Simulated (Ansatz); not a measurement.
Basis sets compared for Ga₇P₇H₂₀, a nanocrystal cut from zinc blende GaP (hydrogen-capped). Total charge 0; singlet. Geometry PBE-D4/def2-SVP. Ansatz on 2 threads of AMD EPYC 7R13 on a shared host and a share (18 GiB) of an NVIDIA H100 80GB HBM3; times are rough, and most runs start from earlier orbitals.

```xyz
34

Ga    1.852    2.857    1.589
Ga   -1.245   -3.539    0.760
Ga    2.094   -0.924    0.456
Ga   -1.381    0.584    1.792
Ga   -1.260    3.398   -0.987
Ga   -0.973   -0.391   -2.084
Ga    2.265    1.864   -2.345
P    -2.063   -1.755    2.120
P     0.976    0.572    1.898
P     1.109    3.150   -0.676
P     1.103   -3.130    0.903
P    -1.688   -2.644   -1.409
P     1.356   -0.337   -1.707
P    -1.876    1.068   -0.464
H     3.424    2.699    1.659
H     1.009    3.751    2.585
H    -1.756   -4.992    1.072
H     3.642   -1.118    0.668
H    -2.155    1.396    2.895
H    -1.900    4.256    0.178
H    -1.619    3.577   -2.517
H    -1.472   -0.228   -3.568
H     3.811    1.772   -2.025
H     1.675    2.141   -3.787
H    -1.848   -2.163    3.475
H    -3.490   -1.875    2.109
H     1.297    0.136    3.225
H     1.576    4.476   -0.962
H     1.513   -3.624    2.183
H     1.728   -4.138    0.101
H    -1.221   -3.625   -2.342
H    -3.091   -2.823   -1.631
H     1.908   -1.329   -2.581
H    -3.298    0.936   -0.581
```

Single mean-field runs in def2-SVP, def2-TZVP are fitted with def2-universal-jkfit.

Binding counts from free atoms (Ga doublet, P quartet, H doublet) in the same basis, without a counterpoise term.

| level | functions | energy (Eh) | HOMO (eV) | LUMO (eV) | binding per atom (eV) | wall time |
| --- | --- | --- | --- | --- | --- | --- |
| PBE-D4/def2-SVP | 450 | -15870.1869 | -5.76 | -2.00 | 2.74 | 4 s |
| PBE0-D4/def2-SVP | 450 | -15870.7126 | -6.82 | -1.25 | 2.74 | 6 s |

Estimate the rows for PBE-D4/def2-TZVP, PBE0-D4/def2-TZVP (with forces).


| level | functions | energy (Eh) | HOMO (eV) | LUMO (eV) | binding per atom (eV) | wall time |
| --- | --- | --- | --- | --- | --- | --- |
| PBE-D4/def2-TZVP | 715 | -15872.7384 | -5.84 | -2.24 | 2.74 | 9 s |
| PBE0-D4/def2-TZVP (with forces) | 715 | -15873.2444 | -6.87 | -1.49 | 2.73 | 20 s |
